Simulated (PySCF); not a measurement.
## Continuum solvent and chemical shifts

Numbering as in the mapped SMILES `[F:1][CH2:2][CH:3]1[S:4][CH2:5][CH2:6][S:7]1`. Each H is labelled by its parent atom. Ha(C5), Ha(C6) are cis to C2 on the ring; Hb(C5), Hb(C6) are trans to C2 on the ring.

GIAO PBE0/pcSseg-1 in PySCF 2.14 on one PBE0-D3(BJ)/def2-SVP conformer, non-relativistic, equivalent nuclei averaged. Solvents enter as an IEF-PCM continuum (benzene with ε = 2.3, methanol with ε = 32.6) around the gas-phase geometry. Shifts are referred to CFCl3, TMS, CS2 computed in the same medium.

In benzene, δ in ppm: F1 -208.9, C2 84.7, C3 59.9, C5/C6 41.5, S4/S7 42.8, H(C3) 4.45, H(C2) 3.96, Hb(C5)/Hb(C6) 2.88, Ha(C5)/Ha(C6) 2.85. Dipole moment 2.94 D.

(1) How does each δ change in the more polar medium?

(2) Which nuclei move most (in ppm), and what does the model miss?

## Answers

(1) 
```
        atoms                          environment  Δδ, methanol
           F1            fluorine on an sp3 carbon          -3.4
           C2                  sp3 CH2 bonded to F          +0.7
           C3                 sp3 CH bonded to 2 S          +0.4
        C5/C6                  sp3 CH2 bonded to S          +0.7
        S4/S7                       sulfide sulfur          -7.6
        H(C3)  hydrogen on an sp3 CH bonded to 2 S         +0.10
        H(C2)   hydrogen on an sp3 CH2 bonded to F         +0.12
Hb(C5)/Hb(C6)   hydrogen on an sp3 CH2 bonded to S         +0.11
Ha(C5)/Ha(C6)   hydrogen on an sp3 CH2 bonded to S         +0.16
```

Changes are relative to benzene. The dipole moment becomes 3.40 D in methanol.

(2) S4/S7 (sulfide sulfur, -7.6 ppm) in methanol. A continuum only polarises the solute; specific hydrogen bonds, the anisotropy of aromatic solvents and changes of geometry or conformer are outside it.
